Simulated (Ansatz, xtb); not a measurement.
Relative energy of two isomers of CH5BrGeOSi

Structure I is `O=[CH][GeH2][SiH2]Br`, a singlet and structure II is `O=[CH][Ge@@H]([SiH3])[Br]`, a singlet. Both are isolated molecules in the gas phase, relaxed with r2SCAN-D4/def2-SVP; the shapes shown needn't be the lowest conformers.

I (Å):

```yaml
atoms:
  - { symbol: C, position_ang: [1.2291, -0.6080, 0.5454] }
  - { symbol: Br, position_ang: [0.0293, 2.8584, 4.4966] }
  - { symbol: Ge, position_ang: [0.3947, -0.2019, 2.3310] }
  - { symbol: O, position_ang: [1.7644, 0.2831, -0.0700] }
  - { symbol: Si, position_ang: [0.8564, 2.1202, 2.5447] }
  - { symbol: H, position_ang: [1.1977, -1.6534, 0.1243] }
  - { symbol: H, position_ang: [1.0457, -1.0611, 3.4284] }
  - { symbol: H, position_ang: [-1.1084, -0.5276, 2.2979] }
  - { symbol: H, position_ang: [2.3247, 2.3693, 2.5445] }
  - { symbol: H, position_ang: [0.2064, 2.8917, 1.4492] }
```

II (Å):

```xyz
10

C    -2.0214    2.2685    0.4086
Br    0.8904    1.7269   -1.4524
Ge   -0.2591    1.3024    0.5337
O    -2.7585    2.2928    1.3590
Si   -0.5249   -1.0603    0.7084
H    -2.2840    2.7649   -0.5688
H     0.5497    1.9304    1.6818
H    -1.2636   -1.5295   -0.4992
H    -1.3035   -1.3826    1.9406
H     0.8203   -1.7015    0.7683
```

Quicker runs give these differences E(II) − E(I): GFN2-xTB −28.12 kJ/mol; HF/STO-3G +11.96 kJ/mol (at GFN2-xTB geometries); r2SCAN-D4/def2-SVP//GFN2-xTB +2.40 kJ/mol.

Problem. Estimate which is lower in electronic energy at CCSD(T)/def2-SVP + ΔMP2/def2-TZVPP, and by roughly how much.

Solution. Too close to call at this level: CCSD(T)/def2-SVP + ΔMP2/def2-TZVPP gives E(II) − E(I) = +0.81 kJ/mol.

How the difference moves with the method:

```tsv
level	geometry	E(II) − E(I) (kJ/mol)	departure from the last row (kJ/mol)	job, with rough time for the two
GFN2-xTB	GFN2-xTB	−28.12	−28.94	optimisation, 1.6 s
HF/STO-3G	GFN2-xTB	+11.96	+11.14	single point, 3 s
r2SCAN-D4/def2-SVP//GFN2-xTB	GFN2-xTB	+2.40	+1.59	single point, 11 s
r2SCAN-D4/def2-SVP	r2SCAN-D4/def2-SVP	−1.06	−1.88	optimisation, 5.3 min
HF/def2-SVP	r2SCAN-D4/def2-SVP	−1.28	−2.09	part of the CCSD(T) run
MP2/def2-SVP	r2SCAN-D4/def2-SVP	−0.29	−1.11	part of the CCSD(T) run
CCSD(T)/def2-SVP	r2SCAN-D4/def2-SVP	−0.46	−1.28	single point
CCSD(T)/def2-SVP + ΔMP2/def2-TZVPP	r2SCAN-D4/def2-SVP	+0.81		single point, 3.3 min
```

As drawn, II has 1 Br–Ge, 1 Si–H in place of 1 Br–Si, 1 Ge–H.

The largest departure from CCSD(T)/def2-SVP + ΔMP2/def2-TZVPP is that of GFN2-xTB, 28.94 kJ/mol. A small imaginary or near-zero mode remains, so no thermal terms are given. The last row adds to CCSD(T) the change of the MP2 difference between the two basis sets, here +1.28 kJ/mol.

The correlated steps freeze 25 core orbitals; the filled d shell of Br and Ge is correlated, in a basis made for valence electrons. Codes used: Ansatz 0.2.0, xtb 6.7.1; the last row on 2 threads of Intel(R) Xeon(R) Processor @ 2.50GHz (Skylake/Cascade Lake) on a shared host.
